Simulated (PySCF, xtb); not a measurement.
F₄Si, SMILES F[Si-](F)(F)F (connectivity only; charge and spin as stated), charge -1, multiplicity 2.

Harmonic wavenumbers (cm⁻¹) from xtb with GFN2-xTB at its own minimum, in rising order: 123, 240, 290, 341, 343, 426, 538, 713, 768.

Question: What does PBE-D3(BJ)/def2-SVPD (PySCF) give at its own minimum? (Estimate from the structure and the level; the computed values follow.)

Answer: 169, 214, 282, 353, 364, 491, 713, 716, 744. Paired by order, the mean absolute difference is 42 cm⁻¹ and the zero-point energies are 5.4 and 5.8 kcal/mol.
